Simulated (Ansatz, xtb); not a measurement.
# C6H9PSi: which of two isomers lies lower

We compare a, `P[SiH2]c1ccccc1`, a singlet, with b, `[SiH3]Pc1ccccc1`, a singlet. Both are isolated molecules in the gas phase, relaxed with B3LYP-D3(BJ)/def2-SVP; the shapes shown needn't be the lowest conformers.

a (Å):

```xyz
17

C     0.9024   -0.0525    0.3375
C     0.5047   -0.5791   -0.9051
C     0.9909   -1.8096   -1.3530
C     1.8861   -2.5370   -0.5632
C     2.2934   -2.0286    0.6737
C     1.8050   -0.7977    1.1182
P    -1.7268    1.3131    2.1792
Si    0.1913    1.5672    0.9688
H    -1.1854    0.2477    2.9650
H    -2.3094    0.4247    1.2216
H    -0.1369    2.4581   -0.1819
H     1.1797    2.2416    1.8597
H    -0.1930   -0.0200   -1.5358
H     0.6728   -2.2015   -2.3224
H     2.2680   -3.4994   -0.9126
H     2.9960   -2.5923    1.2927
H     2.1354   -0.4116    2.0872
```

b (Å):

```xyz
17

C     0.2458    0.7883    0.0581
C     1.5202    0.3174   -0.2992
C     1.6876   -0.4946   -1.4232
C     0.5843   -0.8587   -2.2004
C    -0.6885   -0.3989   -1.8512
C    -0.8556    0.4246   -0.7359
P    -0.0592    1.8926    1.5122
Si   -0.4510    0.2229    3.0136
H    -0.5312    0.7979    4.3893
H     0.6063   -0.8294    2.9772
H    -1.7639   -0.3901    2.6630
H     1.3021    2.0678    1.9071
H     2.3884    0.5849    0.3081
H     2.6864   -0.8492   -1.6897
H     0.7164   -1.4974   -3.0768
H    -1.5564   -0.6759   -2.4548
H    -1.8531    0.7925   -0.4798
```

Quicker runs give these differences E(b) − E(a): GFN2-xTB −27.5 kJ/mol; HF/STO-3G +13.6 kJ/mol (at GFN2-xTB geometries); r2SCAN-D4/def2-SVP +22.3 kJ/mol (at GFN2-xTB geometries).

Estimate E(b) − E(a) at the level CCSD(T)/def2-SVP + ΔMP2/def2-TZVPP.

Calculated at CCSD(T)/def2-SVP + ΔMP2/def2-TZVPP: E(b) − E(a) = +23.6 kJ/mol, so structure a lies lower.

How the difference moves with the method:

| level | geometry | E(b) − E(a) (kJ/mol) | departure from the last row (kJ/mol) | job, with rough time for the two |
| --- | --- | --- | --- | --- |
| GFN2-xTB | GFN2-xTB | −27.5 | −51.1 | optimisation, 0.22 s |
| HF/STO-3G | GFN2-xTB | +13.6 | −10.0 | single point, 0.48 s |
| r2SCAN-D4/def2-SVP | GFN2-xTB | +22.3 | −1.3 | single point, 4.5 s |
| B3LYP-D3(BJ)/def2-SVP | B3LYP-D3(BJ)/def2-SVP | +22.5 | −1.1 | optimisation, 57 s |
| HF/def2-SVP | B3LYP-D3(BJ)/def2-SVP | +27.7 | +4.1 | part of the CCSD(T) run |
| MP2/def2-SVP | B3LYP-D3(BJ)/def2-SVP | +20.4 | −3.2 | part of the CCSD(T) run |
| CCSD(T)/def2-SVP | B3LYP-D3(BJ)/def2-SVP | +21.9 | −1.7 | single point |
| CCSD(T)/def2-SVP + ΔMP2/def2-TZVPP | B3LYP-D3(BJ)/def2-SVP | +23.6 |  | single point, 1.7 min |

As drawn, b has 1 C–P, 1 Si–H in place of 1 C–Si, 1 P–H.

GFN2-xTB puts the two in the other order. The largest departure from CCSD(T)/def2-SVP + ΔMP2/def2-TZVPP is that of GFN2-xTB, 51.1 kJ/mol. The last row adds to CCSD(T) the change of the MP2 difference between the two basis sets, here +1.7 kJ/mol.

With thermal terms from frequencies at re-optimised GFN2-xTB minima (ideal gas, soft modes damped towards free rotors, one conformer each, 298.15 K, 1 atm): on the last row, ΔE + ΔZPE = +22.6, ΔH = +22.1, ΔG = +24.7 kJ/mol.

The correlated steps freeze 16 core orbitals. Run with Ansatz 0.2.0, xtb 6.7.1; the last row on 4 threads of Arm Neoverse V2 on a shared host.
